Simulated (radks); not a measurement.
The magnesium ion Mg7+, 5 electrons, occupied as 1s1 2s2 2p2 (not the ground configuration). All-electron calculation, scalar-relativistic Kohn-Sham, PBE, spin-polarised, spherical densities, finite nucleus; open shells are filled with parallel spins first; Fermi nuclear charge, rms radius 3.057 fm. Program: a radial shooting solver on a logarithmic mesh with Libxc functionals.

Normalised radial functions P(r) = r R(r), r in bohr:

```
   r/bohr * 2p up (the largest magnitude, 1.39, reaches the edge; | marks zero)
  0.00561 *
 0.006798 *
 0.008237 *
  0.01006 *
  0.01219 *
  0.01489 |*
  0.01804 |*
  0.02204 |*
   0.0267 | *
  0.03235 |  *
  0.03951 |   *
  0.04788 |     *
  0.05848 |       *
  0.07085 |          *
  0.08585 |             *
   0.1049 |                  *
   0.1271 |                        *
   0.1552 |                              *
    0.188 |                                     *
   0.2278 |                                            *
   0.2783 |                                                  *
   0.3372 |                                                      *
   0.4118 |                                                      *
    0.499 |                                                  *
   0.6095 |                                           *
   0.7385 |                                 *
   0.8948 |                      *
    1.093 |            *
    1.324 |     *
    1.617 | *
     1.96 |*
```

2p up: eigenvalue -264.45 eV, 0 radial nodes, <r> = 0.491 bohr, 90 % of the charge inside 0.798 bohr.
